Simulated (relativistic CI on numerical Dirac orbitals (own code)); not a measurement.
Calculated at this level of theory: Dirac-Coulomb-Breit CI, orbitals from a KLI potential per configuration, a model potential for QED, unscaled Slater integrals (own radial code, finite nucleus).

The strongest absorption lines from the ground level of an ion, among the configurations computed and to levels below about 7670 eV (vacuum wavelength in Å, gf): 1.8111 (0.69), 2.1997 (1.8), 2.2006 (2.2), 2.2017 (0.87), 2.2096 (0.78), 2.3585 (1.9), 2.3674 (1.9), 2.3691 (2.5).

(1) Which ion is it?
A. I44+
B. La50+
C. Pm52+
D. La48+

Answers

(1) D. La48+ has 9 electrons and the ground level 2s2 2p5 2P°_3/2; the strongest line goes to 2s2 2p4 3d 2D_5/2. The pattern of lines fixes the number of electrons, and along that sequence the line energies rise steadily with the charge (about as its square where n changes within one kind of shell, about linearly where n is kept but much faster in heavy ions where fine structure, which grows about as Z⁴, sets the gap, and irregularly where shells cross), which fixes Z. Configurations outside the model, such as inner-shell arrays, can give stronger lines. At this charge energies of transitions that change n are usually good to better than 1 %, and those within a shell (Δn = 0) to a few per cent.

LS names give the leading component of a level, which can be under half, so a name can repeat, a term be missing and a line seem to break the LS rules.
